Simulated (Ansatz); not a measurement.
Na₂Cl₂⁺ was relaxed with PBE0-D4 (def2-TZVP) in Ansatz in these states: charge +1 doublet, charge +1 quartet. The geometries follow in no particular order.

A:

```xyz
4

Na    1.263    1.919    0.034
Na   -1.262   -1.920   -0.033
Cl   -0.993    0.665   -0.570
Cl    0.992   -0.664    0.569
```

B:

```xyz
4

Na   -3.0276    1.1793    0.6086
Na    3.0265   -1.1808   -0.6114
Cl    0.3872    0.4681    1.0174
Cl   -0.3860   -0.4667   -1.0146
```

Task: Judge from the bond lengths which geometry belongs to which state (an estimate).

Result: A is the charge +1 doublet (Na1–Cl3 2.651 Å, Na2–Cl4 2.650 Å, Na2–Cl3 2.653 Å); B is the charge +1 quartet (Na1–Cl3 3.512 Å, Na2–Cl4 3.510 Å, Na2–Cl3 3.512 Å).

At PBE0-D4/def2-TZVP a doublet lies 5.64 eV below the charge +1 quartet. In the doublet, Cl3 and Cl4 lie 2.65 Å apart (atoms count from 1), so these atoms are partly bonded to each other. In the quartet, Cl3 and Cl4 lie 2.37 Å apart (atoms count from 1), so these atoms are partly bonded to each other. These are the stationary points nearest to one start from a short search; other shapes may lie lower in each state.
